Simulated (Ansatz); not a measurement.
Job for Ansatz (a quantum-chemistry and plane-wave program): R-r2SCAN/def2-TZVPP on dimethyl selenide (SMILES C[Se]C), a point of a torsion scan.

Ansatz 0.2 input:
```yaml
crystal:
  periodic: [false, false, false]
  atoms:
    - {symbol: C, position_ang: [1.45865663, -0.07892442, 0.06373667]}
    - {symbol: Se, position_ang: [0.18492632, 0.35713722, -1.35370469]}
    - {symbol: C, position_ang: [-1.29872644, -0.72780014, -0.69217019]}
    - {symbol: H, position_ang: [1.90719015, -1.05020352, -0.13140386]}
    - {symbol: H, position_ang: [2.23086759, 0.68556325, 0.05761737]}
    - {symbol: H, position_ang: [0.93735699, -0.07399444, 1.01685304]}
    - {symbol: H, position_ang: [-0.98851018, -1.76876188, -0.64084780]}
    - {symbol: H, position_ang: [-2.12239510, -0.61906884, -1.39181131]}
    - {symbol: H, position_ang: [-1.59351171, -0.36656154, 0.29024724]}
basis:
  gaussian:
    orbitals: def2-TZVPP
hamiltonian:
  xc: {name: r2SCAN}
scf: {lower_state_search: off}
```

It printed:

```
WARN ansatz: RAYON_NUM_THREADS=1 ignored (pool sized by the plan → 1); use --threads N
Functional definition: r2SCAN
these checks for a lower state are left out or cut short: stability, starts, cluster_reference, orbital_swaps, neighbouring_geometries, increment
integrals: 0.10 GiB planned
1101 factors; their error is unknown
mean field: 0.77 GiB planned
mean field evaluation 1: about -67509.4320 eV, gradient 7.1e1 eV
mean field evaluation 2: about -67494.9774 eV, gradient 9.6e1 eV
mean field evaluation 4: about -67520.6836 eV, gradient 4.0e0 eV
mean field evaluation 8: about -67520.7231 eV, gradient 4.7e-2 eV
mean field evaluation 16: about -67520.6758 eV, gradient 9.5e-5 eV
mean field -67520.67583270 eV, -2481.3390696939 hartree, gradient 2.3e-6 eV, S^2 0.000000; 0 other end points of the search recorded, 0 dependent functions left out
reference -67520.67584326 eV, -2481.3390700821 hartree; 26, 26 occupied and 168, 168 virtual orbitals, 1101 factors
Total energy: -67520.67584326 eV, -2481.3390700821 hartree
Checks for a lower state left out: stability, starts, cluster_reference, orbital_swaps, neighbouring_geometries, increment
```

Self-consistency was reached.

Cost: roughly 4 core-seconds.
